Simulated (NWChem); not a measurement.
# What GeH3O2F (SMILES [OH][GeH]([OH])[F]) costs in NWChem

The species is GeH3O2F (7 atoms), meant as a singlet with charge 0. SMILES: `[OH][GeH]([OH])[F]`. The Ge2–F4 distance was set to 3.124 Å, away from the relaxed value. At this shape a bond of the SMILES string is far longer than usual.

```xyz
7

O     0.5694    2.1465   -0.6039
Ge    0.8148    0.9794    0.6878
O     2.4405    0.3502    0.5630
F    -1.2603   -1.2845    0.1132
H    -0.2869    2.0480   -1.0285
H     0.5909    1.4920    2.1029
H     2.7267    0.2375   -0.3477
```

Program: NWChem 7.3.0. Hardware: 1 thread of Intel Xeon 6975P-C (Granite Rapids), shared host, so times are rough. Two-electron integrals are exact unless an approximation is named.

Q: Estimate their order by wall time, quickest first.
A. energy at HF/3-21G
B. energy at B3LYP/6-31G* (spherical functions), grid xfine
C. energy at M06-2X/def2-SVP, grid xfine

A: A (3.9 s), B (33 s), C (1.8 min).
